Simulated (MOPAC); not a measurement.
Job for MOPAC: PM6 on H5NPbSi (SMILES [NH2][Pb][SiH3]), a point of a torsion scan.

```
PM6 1SCF PRECISE CHARGE=0 THREADS=1
H5NPbSi

N      1.99825044 1    -0.13626242 1     0.14275716 1
Pb     0.56783456 1    -0.12461794 1     1.71886641 1
Si    -1.47777236 1     0.06139776 1     0.02193921 1
H      1.81885226 1    -0.07654927 1    -0.84596941 1
H      2.99716365 1    -0.20281758 1     0.25582998 1
H     -1.88859183 1    -1.19702352 1    -0.61350575 1
H     -2.74241387 1     0.55021421 1     0.59191615 1
H     -1.27622885 1     0.94899155 1    -1.12665594 1
```

Output:

```
*******************************************************************************
 **                                                                           **
 **                              MOPAC v23.2.5                                **
 **                                                                           **
 *******************************************************************************
 ** MOPAC's Digital Object Identifier: https://doi.org/10.5281/zenodo.6511958 **
 **                                                                           **
 ** Please cite the open-source release paper for use of this MOPAC version:  **
 ** J. E. Moussa and J. J. P. Stewart (2026)                                  **
 ** MOPAC: An open-source semiempirical molecular orbital program             **
 ** J. Open Source Softw., 11(119), 8025, https://doi.org/10.21105/joss.08025 **
 *******************************************************************************

                              PM6 CALCULATION RESULTS

 *******************************************************************************
 *  PM6        - The PM6 Hamiltonian to be used
 *
 *
 *
 *                 CHARGE ON SYSTEM = 0
 *
 *
 *
 *  PRECISE    - TIGHTER CRITERIA TO BE USED
 *  1SCF       - DO 1 SCF AND THEN STOP
 *  THREADS=1  - MULTI-THREADING NOT USED
 *  T=         - A TIME OF 172800.0 SECONDS REQUESTED
 *  DUMP=N     - RESTART FILE WRITTEN EVERY 7200.0 SECONDS REQUESTED
 *******************************************************************************
PM6 1SCF PRECISE CHARGE=0 THREADS=1
 H5NPbSi

   ATOM   CHEMICAL          X               Y               Z
  NUMBER   SYMBOL      (ANGSTROMS)     (ANGSTROMS)     (ANGSTROMS)

     1       N          1.99825044  *  -0.13626242  *   0.14275716  *
     2      Pb          0.56783456  *  -0.12461794  *   1.71886641  *
     3      Si         -1.47777236  *   0.06139776  *   0.02193921  *
     4       H          1.81885226  *  -0.07654927  *  -0.84596941  *
     5       H          2.99716365  *  -0.20281758  *   0.25582998  *
     6       H         -1.88859183  *  -1.19702352  *  -0.61350575  *
     7       H         -2.74241387  *   0.55021421  *   0.59191615  *
     8       H         -1.27622885  *   0.94899155  *  -1.12665594  *



          CARTESIAN COORDINATES

    NO.       ATOM           X           Y           Z

     1         N          1.9983     -0.1363      0.1428
     2        Pb          0.5678     -0.1246      1.7189
     3        Si         -1.4778      0.0614      0.0219
     4         H          1.8189     -0.0765     -0.8460
     5         H          2.9972     -0.2028      0.2558
     6         H         -1.8886     -1.1970     -0.6135
     7         H         -2.7424      0.5502      0.5919
     8         H         -1.2762      0.9490     -1.1267

 General Reference for PM6:
 "Optimization of Parameters for Semiempirical Methods V: Modification of NDDO Approximations
 and Application to 70 Elements", J. J. P. Stewart, J. Mol. Mod., 13, 1173-1213 (2007)
 URL: https://link.springer.com/article/10.1007/s00894-007-0233-4

           Empirical Formula: H5 N Pb Si  =     8 atoms



      MOLECULAR POINT GROUP   :   C1


      RHF CALCULATION, NO. OF DOUBLY OCCUPIED LEVELS = 9


 -------------------------------------------------------------------------------
 PM6 1SCF PRECISE CHARGE=0 THREADS=1
 H5NPbSi



     1SCF WAS SPECIFIED, SO BFGS WAS NOT USED
     SCF FIELD WAS ACHIEVED


                              PM6 CALCULATION
                                                       MOPAC v23.2.5 Linux




          FINAL HEAT OF FORMATION =         83.51437 KCAL/MOL =     349.42414 KJ/MOL


          COSMO AREA              =        131.45 SQUARE ANGSTROMS
          COSMO VOLUME            =        124.33 CUBIC ANGSTROMS

          IONIZATION POTENTIAL    =          7.879806 EV
          HOMO LUMO ENERGIES (EV) =         -7.880 -1.823
          NO. OF FILLED LEVELS    =          9
          MOLECULAR WEIGHT        =        254.3317         POINT GROUP:  C1

          MOLECULAR DIMENSIONS (Angstroms)

            Atom       Atom       Distance
            H     7    H     5     5.79851
           Pb     2    H     8     3.06771
            H     6   Pb     2     1.99360


          SCF CALCULATIONS        =          1





   ATOM   CHEMICAL          X               Y               Z
  NUMBER   SYMBOL      (ANGSTROMS)     (ANGSTROMS)     (ANGSTROMS)

     1       N          1.99825044  *  -0.13626242  *   0.14275716  *
     2      Pb          0.56783456  *  -0.12461794  *   1.71886641  *
     3      Si         -1.47777236  *   0.06139776  *   0.02193921  *
     4       H          1.81885226  *  -0.07654927  *  -0.84596941  *
     5       H          2.99716365  *  -0.20281758  *   0.25582998  *
     6       H         -1.88859183  *  -1.19702352  *  -0.61350575  *
     7       H         -2.74241387  *   0.55021421  *   0.59191615  *
     8       H         -1.27622885  *   0.94899155  *  -1.12665594  *

                             CARTESIAN COORDINATES

   1    N        1.998250440    -0.136262420     0.142757160
   2   Pb        0.567834560    -0.124617940     1.718866410
   3   Si       -1.477772360     0.061397760     0.021939210
   4    H        1.818852260    -0.076549270    -0.845969410
   5    H        2.997163650    -0.202817580     0.255829980
   6    H       -1.888591830    -1.197023520    -0.613505750
   7    H       -2.742413870     0.550214210     0.591916150
   8    H       -1.276228850     0.948991550    -1.126655940


           Empirical Formula: H5 N Pb Si  =     8 atoms



      MOLECULAR POINT GROUP   :   C1


                  EIGENVALUES
 -29.95286 -20.43285 -17.88895 -16.13959 -12.03740 -11.57022 -11.34695  -9.56085
  -7.87981  -1.82278  -0.93616  -0.66726   0.90967   0.97234   2.08701   2.23150
   2.24587   3.68942   4.92562   4.93766   5.80071   7.00693


              NET ATOMIC CHARGES AND DIPOLE CONTRIBUTIONS

  ATOM NO.   TYPE          CHARGE      No. of ELECS.   s-Pop       p-Pop       d-Pop
    1          N          -0.731965        5.7320     1.54285     4.18912
    2         Pb           0.456220        3.5438     1.89221     1.65157
    3         Si          -0.149214        4.1492     1.28474     2.51435     0.35013
    4          H           0.216709        0.7833     0.78329
    5          H           0.219640        0.7804     0.78036
    6          H          -0.003029        1.0030     1.00303
    7          H          -0.002355        1.0024     1.00235
    8          H          -0.006007        1.0060     1.00601
 DIPOLE           X         Y         Z       TOTAL
 POINT-CHG.     0.429    -0.148     2.673     2.711
 HYBRID         0.947     0.087    -2.943     3.093
 SUM            1.375    -0.061    -0.270     1.403


          ATOMIC ORBITAL ELECTRON POPULATIONS

     Atom    s        px        py        pz      x^2-y^2     xz        z^2       yz        xy
    1  N   1.54285   1.25084   1.68498   1.25329
    2 Pb   1.89221   0.59009   0.32212   0.73936
    3 Si   1.28474   0.88413   0.77747   0.85275   0.08411   0.06429   0.03139   0.12294   0.04741
    4  H   0.78329
    5  H   0.78036
    6  H   1.00303
    7  H   1.00235
    8  H   1.00601

 **********************
 *                    *
 * JOB ENDED NORMALLY *
 *                    *
 **********************




 == MOPAC DONE ==
```

The run finished.

Cost: roughly 0.03 core-seconds.
